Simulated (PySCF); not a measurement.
Computed shifts of a molecule C2H3ClF2Si, B3LYP/pcSseg-1 (PySCF), GIAO, gas phase, atoms alike by connectivity averaged where their shifts nearly agree, in ppm (number of nuclei): ¹⁹F: -171.5 (1), -192.8 (1). ¹³C: 168.0 (1), 167.1 (1). ²⁹Si: -31.9 (1). ¹H: 8.05 (1), 5.63 (1), 5.46 (1). References: ¹⁹F against CFCl3 (σ = 161.7 ppm); ¹³C against TMS (σ = 181.3 ppm); ²⁹Si against TMS (σ = 338.7 ppm); ³⁵Cl against HCl (σ = 933.3 ppm); ¹H against TMS (σ = 31.68 ppm), references at their B3LYP-D3(BJ)/def2-TZVP geometries, non-relativistic (without spin–orbit terms, shifts of atoms bonded to Cl or Br come out too high). The structure is a stationary point at PBE0-D3(BJ)/def2-SVP. The values are those of a single conformer.

Question: Pick the molecule that these values belong to.
A) C=C(F)[Si@@H](F)Cl
B) F/C=C(/F)[SiH2]Cl
C) C=C[Si](F)(F)Cl
D) F/C([SiH3])=C(\F)Cl

Answer: B, F/C=C(/F)[SiH2]Cl
